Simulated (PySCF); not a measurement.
C3H6ClOSi: g tensor and hyperfine couplings

Compound: C₃H₆ClOSi (doublet state).
Geometry (GFN2-xTB, Å), atoms numbered from 1 in this order:
```
atom  x, y, z in Å
C1    -1.5995   -0.8699   -0.4490
C2    -1.0580    0.3511   -0.2072
Cl3   -2.1387    1.7512   -0.3168
C4     0.2687    0.6307    0.1167
O5     0.6795    1.9015    0.3060
Si6    1.6333   -0.6490    0.3193
H7    -2.6393   -0.9883   -0.6869
H8    -0.9858   -1.7489   -0.4024
H9    -0.0780    2.5038    0.1835
H10    1.1481   -1.7540    1.1510
H11    2.7480    0.0441    0.9549
H12    2.0230   -1.1731   -0.9951
```

The hyperfine couplings belong to this conformer and change with its torsions.

The species is `C=C(Cl)[C](O)[SiH3]` [radical].

Method used: PySCF, UKS B3LYP, pcH-1 on C Cl H O Si, non-relativistic, mean-field spin-orbit, GIAO. The structure is a single GFN2-xTB conformer in the gas phase; no vibrational or solvent corrections. The geometry wasn't refined by DFT: couplings that depend on bond lengths, twists or pyramidal angles can differ widely from those at the functional's own minimum. No stability test was run, so a lower SCF solution isn't excluded. ⟨S²⟩ is 0.773 where a pure state has 0.75.

| Property | Result |
| --- | --- |
| g1, g2, g3 | 2.00220, 2.00264, 2.00368 |
| g_iso | 2.00284 |
| Form of g | rhombic: the two nearest values differ by 30 % of g3 − g1 |
| ⟨S²⟩ | 0.7726 (exact 0.7500) |
| α and β electrons | 32, 31 |
| Total energy | -942.81025 Eh |
| Basis functions | 230 |

Isotropic coupling and dipolar principal values T1 to T3, in G; ρ(0) is the spin density at the nucleus (MHz turned into gauss with g_iso; 10 G = 1 mT):

| atom | isotope | a_iso | of which spin–orbit | T1 | T2 | T3 | Mulliken spin population | ρ(0) (bohr⁻³) |
| --- | --- | --- | --- | --- | --- | --- | --- | --- |
| C1 | 13C | 16.9 | 0.0 | -16.5 | -15.9 | 32.4 | 0.60 | 0.0422 |
| C2 | 13C | -17.9 | 0.0 | -9.3 | 3.7 | 5.6 | -0.21 | -0.0446 |
| Cl3 | 35Cl | -0.6 | 0.0 | -1.9 | 0.5 | 1.5 | -0.01 | -0.0041 |
| C4 | 13C | 17.9 | 0.0 | -16.7 | -16.7 | 33.3 | 0.54 | 0.0447 |
| O5 | 17O | -6.7 | 0.0 | -21.0 | 10.1 | 10.8 | 0.13 | 0.0310 |
| Si6 | 29Si | 9.0 | 0.0 | -0.5 | -0.4 | 0.9 | -0.02 | -0.0283 |
| H7 | 1H | -13.7 | 0.0 | -8.0 | 0.0 | 8.1 | -0.03 | -0.0086 |
| H8 | 1H | -12.5 | 0.0 | -6.9 | -0.4 | 7.3 | -0.02 | -0.0079 |
| H9 | 1H | -3.9 | 0.0 | -4.0 | -2.5 | 6.6 | 0.00 | -0.0024 |
| H10 | 1H | 5.9 | 0.0 | -0.8 | -0.5 | 1.3 | 0.01 | 0.0037 |
| H11 | 1H | 0.4 | 0.0 | -0.7 | -0.7 | 1.5 | 0.00 | 0.0002 |
| H12 | 1H | 10.7 | 0.0 | -0.7 | -0.6 | 1.3 | 0.02 | 0.0067 |

The Mulliken spin populations are largest on C1 (+0.60), C4 (+0.54), C2 (-0.21) and O5 (+0.13). The angles at C1 add up to 360.0°, so it is planar.

The SMILES `C=C(Cl)[C](O)[SiH3]` draws the unpaired electron on C4, whose computed spin population is only +0.54.

Axes: g2 points within 11° of the C1–C2 bond and g3 points within 8° of the C4–Si6 bond.

Under fast tumbling the dipolar parts average out, and these isotropic splittings remain: 1 × 1H (H7, I = 1/2, 2 lines) with 1.37 mT, 1 × 1H (H8, I = 1/2, 2 lines) with 1.25 mT, 3 × 1H (H10/H11/H12, I = 1/2, 4 lines) with 0.57 mT, 1 × 1H (H9, I = 1/2, 2 lines) with 0.39 mT and 1 × 35Cl (Cl3, I = 3/2, 4 lines) with 0.06 mT.

Class means assume fast exchange of nuclei equivalent by connectivity; if that motion is slow, each nucleus keeps its own coupling. The three 1H nuclei of mean +15.9 MHz run from 1.0 to 30.1 MHz in the frozen geometry.

Main isotope only: 35Cl (natural samples also hold 24 % 37Cl, magnetic too, which adds its own pattern).

The 29Si coupling of Si6 (25.1 MHz) shows only in satellite lines or after enrichment, since that isotope makes up about 4.7 % of natural silicon.

The 13C coupling of C4 (50.2 MHz) shows only in satellite lines or after enrichment, since that isotope makes up about 1.07 % of natural carbon.

β density exceeds α density at some nuclei, such as C2 (-0.0446), Si6 (-0.0283) and H7 (-0.0086), spin density in bohr⁻³. In a single determinant that takes different orbitals for the two spins, that is spin polarisation.

Hardware: Arm Neoverse V2, one thread, shared host. Cost: 44 s of wall time (with the writing of density and orbital grids), 0.78 GiB resident at most.
